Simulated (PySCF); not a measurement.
## Calculated data, B$_{3}$H$_{6}$Si, CH$_{6}$B$_{2}$O, CH$_{5}$BSi$_{2}$, CH$_{3}$B$_{2}$Cl and others

All values are calculated (PySCF 2.14.0). Calculation on a computer-drawn molecule: the log of a Hartree-Fock and frozen-core CCSD(T) single point meant for a local Hartree-Fock minimum, with one planted fault or none, to be diagnosed. Offsets are logged minus clean, where the clean run is the same molecule without the fault. The reference is restricted for singlets and unrestricted otherwise, and also for a bond in bohr or an excited solution. Adding or removing an electron swaps singlet and doublet. The excited solution moves the top pair (singlet) or top alpha electron (doublet) to the lowest empty orbital. Highest occupied and lowest empty are orbital energies over both spins, largest force is the largest gradient component, triples share is (T) over the correlation energy, the T1 limit is 0.02 restricted and 0.045 unrestricted, electrons count all cores, a negative frequency is imaginary (commonest isotopes), and the dipole is about the centre of nuclear charge.

Common to all runs: logged SCF converged yes; logged CC converged yes; logged SCF stable within its kind yes; possible faults no fault, one electron removed, one electron added, multiplicity raised by two, geometry at a saddle point, SCF held on an excited solution, minimal basis STO-3G, one bond length entered in bohr, all coordinates scaled.

(1) 
```xyz
10
formula=B3H6Si meant_charge=0 meant_multiplicity=2 meant_basis=cc-pV(D+d)Z logged_electrons=35 logged_basis_functions=95 logged_spin_squared=0.762 logged_highest_occupied=-8.3987 logged_lowest_empty=0.014695 logged_largest_force=1.198e-05 logged_lowest_frequency=106.58 logged_T1_diagnostic=0.015967 logged_D1_diagnostic=0.063916 logged_triples_share=0.028236 logged_dipole_magnitude=0.29986 logged_energy_HF=-366.37755 logged_energy_CCSD(T)=-366.78129 planted_fault=no_fault HF_energy_offset_from_clean_run=0 CCSD(T)_energy_offset_from_clean_run=0
B     -1.7124    -0.7677    -0.4233
B     -0.5061     0.1418     0.3061
Si     1.2169    -0.6227     0.9817
B      1.7193    -2.5410     0.8778
H     -1.7372    -0.9423    -1.6138
H     -2.5994    -1.2678     0.2182
H     -0.6658     1.3277     0.4415
H      2.1809     0.3165     1.6013
H      2.7671    -2.9420     1.2996
H      0.9601    -3.3271     0.3812
```

Units: logged_highest_occupied, logged_lowest_empty in eV; logged_largest_force in hartree/bohr; logged_lowest_frequency in cm⁻¹; logged_dipole_magnitude in debye; logged_energy_HF, logged_energy_CCSD(T) in hartree; HF_energy_offset_from_clean_run, CCSD(T)_energy_offset_from_clean_run in kcal/mol.

Drawn bonds:
```csv
atom,other atom,order
1,2,1
2,3,1
3,4,1
1,5,1
1,6,1
2,7,1
3,8,1
4,9,1
4,10,1
```

(2) 
```xyz
10
formula=CH6B2O meant_charge=0 meant_multiplicity=1 meant_basis=cc-pVDZ logged_electrons=29 logged_basis_functions=86 logged_spin_squared=0.7617 logged_highest_occupied=-18.167 logged_lowest_empty=-6.686 logged_largest_force=0.032697 logged_T1_diagnostic=0.036305 logged_D1_diagnostic=0.22227 logged_triples_share=0.026413 logged_dipole_magnitude=2.9478 logged_energy_HF=-165.20899 logged_energy_CCSD(T)=-165.72807 planted_fault=one_electron_removed HF_energy_offset_from_clean_run=213.6 CCSD(T)_energy_offset_from_clean_run=235.1
B     -1.5387     0.1008     0.0724
C     -0.0152     0.4712     0.0305
B      0.2283     2.0181     0.0803
O      0.7482    -0.3304     0.9047
H     -2.2822     0.6129    -0.7168
H     -1.9557    -0.6934     0.8645
H      0.2231     0.2435    -1.0369
H      1.0251     2.4906     0.8464
H     -0.3536     2.7361    -0.6823
H      1.6168     0.0297     0.9933
```

Units: logged_highest_occupied, logged_lowest_empty in eV; logged_largest_force in hartree/bohr; logged_dipole_magnitude in debye; logged_energy_HF, logged_energy_CCSD(T) in hartree; HF_energy_offset_from_clean_run, CCSD(T)_energy_offset_from_clean_run in kcal/mol.

Drawn bonds:
```csv
atom,other atom,order
1,2,1
2,3,1
2,4,1
1,5,1
1,6,1
2,7,1
3,8,1
3,9,1
4,10,1
```

(3) 
```xyz
9
formula=CH5BSi2 meant_charge=0 meant_multiplicity=1 meant_basis=cc-pV(D+d)Z logged_electrons=44 logged_basis_functions=99 logged_spin_squared=0 logged_highest_occupied=-8.2722 logged_lowest_empty=0.34436 logged_largest_force=0.013534 logged_T1_diagnostic=0.01495 logged_D1_diagnostic=0.042264 logged_triples_share=0.038822 logged_dipole_magnitude=3.3667 logged_energy_HF=-643.22306 logged_energy_CCSD(T)=-643.69413 planted_fault=all_coordinates_scaled,by_+2.9_% HF_energy_offset_from_clean_run=4.138 CCSD(T)_energy_offset_from_clean_run=1.286
B     -0.6074    -0.6352    -1.2547
C      0.5962    -0.9710    -2.2440
Si     0.8280    -2.5617    -3.2968
Si     1.8593     0.2658    -2.3810
H     -0.6401     0.4358    -0.6221
H     -1.5417    -1.4278    -1.0874
H     -0.4717    -3.3063    -2.8563
H      1.8486     1.5814    -1.6279
H      3.0844     0.1429    -3.2651
```

Units: logged_highest_occupied, logged_lowest_empty in eV; logged_largest_force in hartree/bohr; logged_dipole_magnitude in debye; logged_energy_HF, logged_energy_CCSD(T) in hartree; HF_energy_offset_from_clean_run, CCSD(T)_energy_offset_from_clean_run in kcal/mol.

Drawn bonds:
```csv
atom,other atom,order
1,2,1
2,3,1
2,4,2
1,5,1
1,6,1
3,7,1
4,8,1
4,9,1
```

(4) 
```xyz
9
formula=CH5BSi2 meant_charge=0 meant_multiplicity=1 meant_basis=cc-pV(D+d)Z logged_electrons=44 logged_basis_functions=99 logged_spin_squared=0 logged_highest_occupied=-8.1629 logged_lowest_empty=0.42478 logged_largest_force=2.39e-05 logged_lowest_frequency=190.94 logged_T1_diagnostic=0.014227 logged_D1_diagnostic=0.038922 logged_triples_share=0.03703 logged_dipole_magnitude=3.436 logged_energy_HF=-643.22965 logged_energy_CCSD(T)=-643.69618 planted_fault=no_fault HF_energy_offset_from_clean_run=0 CCSD(T)_energy_offset_from_clean_run=0
B     -0.5903    -0.6173    -1.2193
C      0.5794    -0.9437    -2.1807
Si     0.8047    -2.4895    -3.2039
Si     1.8069     0.2583    -2.3139
H     -0.6221     0.4235    -0.6046
H     -1.4983    -1.3875    -1.0568
H     -0.4584    -3.2131    -2.7758
H      1.7965     1.5368    -1.5820
H      2.9974     0.1389    -3.1731
```

Units: logged_highest_occupied, logged_lowest_empty in eV; logged_largest_force in hartree/bohr; logged_lowest_frequency in cm⁻¹; logged_dipole_magnitude in debye; logged_energy_HF, logged_energy_CCSD(T) in hartree; HF_energy_offset_from_clean_run, CCSD(T)_energy_offset_from_clean_run in kcal/mol.

Drawn bonds:
```csv
atom,other atom,order
1,2,1
2,3,1
2,4,2
1,5,1
1,6,1
3,7,1
4,8,1
4,9,1
```

(5) 
```xyz
7
formula=CH3B2Cl meant_charge=0 meant_multiplicity=1 meant_basis=cc-pV(D+d)Z logged_electrons=37 logged_basis_functions=80 logged_spin_squared=0.8797 logged_highest_occupied=0.82019 logged_lowest_empty=8.2945 logged_largest_force=0.024138 logged_T1_diagnostic=0.024344 logged_D1_diagnostic=0.10373 logged_triples_share=0.033921 logged_dipole_magnitude=7.8613 logged_energy_HF=-548.41568 logged_energy_CCSD(T)=-548.91862 planted_fault=one_electron_added HF_energy_offset_from_clean_run=41 CCSD(T)_energy_offset_from_clean_run=30.89
B     -1.2484    -0.6259     1.8982
C      0.0126    -1.3696     1.4698
B      1.0346    -0.4344     1.5562
Cl     2.2036     0.7807     1.6967
H     -1.1771     0.5385     2.2146
H     -2.3253    -1.1570     1.9349
H      0.0503    -2.4052     1.1708
```

Units: logged_highest_occupied, logged_lowest_empty in eV; logged_largest_force in hartree/bohr; logged_dipole_magnitude in debye; logged_energy_HF, logged_energy_CCSD(T) in hartree; HF_energy_offset_from_clean_run, CCSD(T)_energy_offset_from_clean_run in kcal/mol.

Drawn bonds:
```csv
atom,other atom,order
1,2,1
2,3,2
3,4,1
1,5,1
1,6,1
2,7,1
```

Notes: highest electron not bound in this basis.

(6) 
```xyz
8
formula=CH4B2O meant_charge=0 meant_multiplicity=1 meant_basis=cc-pVDZ logged_electrons=27 logged_basis_functions=76 logged_spin_squared=0.755 logged_highest_occupied=-18.096 logged_lowest_empty=-6.7473 logged_largest_force=0.10595 logged_T1_diagnostic=0.015811 logged_D1_diagnostic=0.050793 logged_triples_share=0.026578 logged_dipole_magnitude=2.2398 logged_energy_HF=-164.15425 logged_energy_CCSD(T)=-164.6346 planted_fault=one_electron_removed HF_energy_offset_from_clean_run=180.8 CCSD(T)_energy_offset_from_clean_run=209.6
B     -1.5973     1.5324    -0.8805
C     -0.4640     0.9321    -0.0718
B      0.7580     1.5622    -0.3488
O      1.8592     2.1823    -0.6655
H     -2.7322     1.1414    -0.7887
H     -1.3741     2.4424    -1.6470
H     -0.5843     0.1212     0.6335
H      2.0500     2.9745    -0.1795
```

Units: logged_highest_occupied, logged_lowest_empty in eV; logged_largest_force in hartree/bohr; logged_dipole_magnitude in debye; logged_energy_HF, logged_energy_CCSD(T) in hartree; HF_energy_offset_from_clean_run, CCSD(T)_energy_offset_from_clean_run in kcal/mol.

Drawn bonds:
```csv
atom,other atom,order
1,2,1
2,3,2
3,4,1
1,5,1
1,6,1
2,7,1
4,8,1
```

(7) 
```xyz
7
formula=CH3B2O meant_charge=-1 meant_multiplicity=1 meant_basis=aug-cc-pVDZ logged_electrons=28 logged_basis_functions=119 logged_spin_squared=2.0118 logged_highest_occupied=0.66703 logged_lowest_empty=2.4711 logged_largest_force=0.054108 logged_T1_diagnostic=0.036374 logged_D1_diagnostic=0.19026 logged_triples_share=0.035292 logged_dipole_magnitude=12.221 logged_energy_HF=-163.84064 logged_energy_CCSD(T)=-164.36264 planted_fault=multiplicity_raised_by_two HF_energy_offset_from_clean_run=61.89 CCSD(T)_energy_offset_from_clean_run=87.46
B     -0.3587    -0.2792     0.2957
C     -1.2009    -0.7151     1.4261
B     -2.4307     0.0029     1.8519
O     -3.4419     0.5799     2.2142
H      0.6501    -0.8838    -0.0392
H     -0.6225     0.7105    -0.3689
H     -0.9402    -1.6023     2.0009
```

Units: logged_highest_occupied, logged_lowest_empty in eV; logged_largest_force in hartree/bohr; logged_dipole_magnitude in debye; logged_energy_HF, logged_energy_CCSD(T) in hartree; HF_energy_offset_from_clean_run, CCSD(T)_energy_offset_from_clean_run in kcal/mol.

Drawn bonds:
```csv
atom,other atom,order
1,2,1
2,3,2
3,4,1
1,5,1
1,6,1
2,7,1
```

Notes: highest electron not bound in this basis.

(8) 
```xyz
9
formula=CH6B2 meant_charge=0 meant_multiplicity=1 meant_basis=cc-pVDZ logged_electrons=21 logged_basis_functions=72 logged_spin_squared=0.7722 logged_highest_occupied=-18.94 logged_lowest_empty=-9.2441 logged_largest_force=0.078471 logged_T1_diagnostic=0.03294 logged_D1_diagnostic=0.16853 logged_triples_share=0.026815 logged_dipole_magnitude=0.72362 logged_energy_HF=-90.30206 logged_energy_CCSD(T)=-90.64472 planted_fault=one_electron_removed HF_energy_offset_from_clean_run=249 CCSD(T)_energy_offset_from_clean_run=265.9
B     -0.2904    -1.0090     0.3558
C      1.1909    -0.5303     0.5799
B      1.8459    -1.2315     1.8260
H     -1.1203    -0.8066     1.2015
H     -0.6242    -1.5838    -0.6450
H      1.0858     0.5235     0.8921
H      1.8038    -0.5897    -0.3197
H      1.3784    -1.0668     2.9211
H      2.8091    -1.9414     1.7177
```

Units: logged_highest_occupied, logged_lowest_empty in eV; logged_largest_force in hartree/bohr; logged_dipole_magnitude in debye; logged_energy_HF, logged_energy_CCSD(T) in hartree; HF_energy_offset_from_clean_run, CCSD(T)_energy_offset_from_clean_run in kcal/mol.

Drawn bonds:
```csv
atom,other atom,order
1,2,1
2,3,1
1,4,1
1,5,1
2,6,1
2,7,1
3,8,1
3,9,1
```
